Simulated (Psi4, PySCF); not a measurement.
Psi4 was given this input:
```
memory 2 GB

molecule mol {
0 1
  Zn    0.000000    0.000000    0.000000
  H    -0.000000   -0.000000   -1.499257
  H     0.000000    0.000000    1.499257
}

set basis 6-31g**
set reference rks
set scf_type pk
set puream true
set d_convergence 1e-8
set dft_radial_points 99
set dft_spherical_points 590

energy('wb97x')
print_variables()
```

**Question.** Write the same job for PySCF.

**Answer.** This is not unique; one that fits is 
```python
from pyscf import gto, scf, dft

mol = gto.Mole()
mol.atom = '''
    Zn    0.00000000    0.00000000    0.00000000
    H    -0.00000000   -0.00000000   -1.49925704
    H     0.00000000    0.00000000    1.49925704
'''
mol.basis = '6-31g**'
mol.verbose = 4
mol.build()

mf = dft.RKS(mol)
mf.xc = 'wb97x'
mf.grids.atom_grid = (99, 590)
mf.grids.prune = None
mf.kernel()
```

Both were run: Psi4 gave -1780.257784 Eh and PySCF -1780.257822 Eh, 0.039 mEh apart.
